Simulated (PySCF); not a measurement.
Work out the structure from these simulated measurements.

Elements present: C, F, H and N. Monoisotopic mass: 151.0478 u (electron mass counted); charge +1.

- Triplet: lowest triplet excitation (Tamm–Dancoff): 4.44 eV [TDA PBE0/def2-SVPD]
- 13C NMR: chemical shifts (computed TMS as zero) by class: 137.6 (1 C), 136.9 (1 C), 131.9 (1 C), 127.2 (1 C), 35.8 (1 C) ppm [GIAO PBE0/pcSseg-1]
- NMR, other nuclei: isotropic shieldings of nuclei other than C and H, by class: 67 (1 N), 74 (1 N), 251 (3 F) ppm [GIAO PBE0/pcSseg-1]
- 1H NMR: chemical shifts (computed TMS as zero) by class: 10.35 (1 H), 9.92 (1 H), 8.31 (1 H), 7.74 (1 H), 3.86 (2 H) ppm [GIAO PBE0/pcSseg-1]
- Polarisability: 67.0 au [PBE0/def2-SVPD]
- Rotational structure: rotational constants A, B, C: 3.253, 0.828, 0.772 GHz [GFN2-xTB]

Gas-phase values; electronic properties from PySCF, density fitting. Levels stand in brackets. Geometry: GFN2-xTB, one conformer, isolated ion. NMR classes are plain means over equivalent atoms (diastereotopic ones count apart unless rotation or inversion swaps them), as if these changed places fast.

Question: Which formula fits the mass and the elements?

Answer: C5H6F3N2 (calculated 151.0478). No other formula that holds each of these elements comes within 0.0003 u with a fitting electron parity and a possible valence count.

Question: What is the compound? Reason from the data.

Answer: Numbering: `[F:1][C:2]([F:3])([F:4])[CH2:5][c:6]1[cH:7][nH+:8][cH:9][nH:10]1`. 5 carbons fall into 5 classes; from least to most shielded: aromatic CH next to a ring nitrogen [C9] (137.6 ppm), substituted aromatic carbon [C6] (136.9 ppm), CF3 carbon [C2] (131.9 ppm), aromatic CH next to a ring nitrogen [C7] (127.2 ppm), benzylic-type carbon [C5] (35.8 ppm). Hydrogen classes from least to most shielded: 1 H on a ring nitrogen, N10 (10.35 ppm), 1 H on a three-coordinate ring nitrogen, N8 (9.92 ppm), 1 H on an aromatic CH next to a ring nitrogen, C9 (8.31 ppm), 1 H on an aromatic CH next to a ring nitrogen, C7 (7.74 ppm), 2 H on a benzylic-type carbon, C5 (3.86 ppm). The other shieldings belong to: 67 ppm, ring nitrogen [N10]; 74 ppm, three-coordinate ring nitrogen [N8]; 251 ppm, fluorine of a CF3 group [F1/F3/F4]. The optimised geometry has point group C1 and is an asymmetric top. Structure: `FC(F)(F)Cc1c[nH+]c[nH]1`. The assignments are read from this structure; whether some other isomer fits the data as well wasn't checked.

Shape of the structure used: `[F:1][C:2]([F:3])([F:4])[CH2:5][c:6]1[cH:7][nH+:8][cH:9][nH:10]1`: F1–C2–C5–C6 179°, C2–C5–C6–C7 -114°.
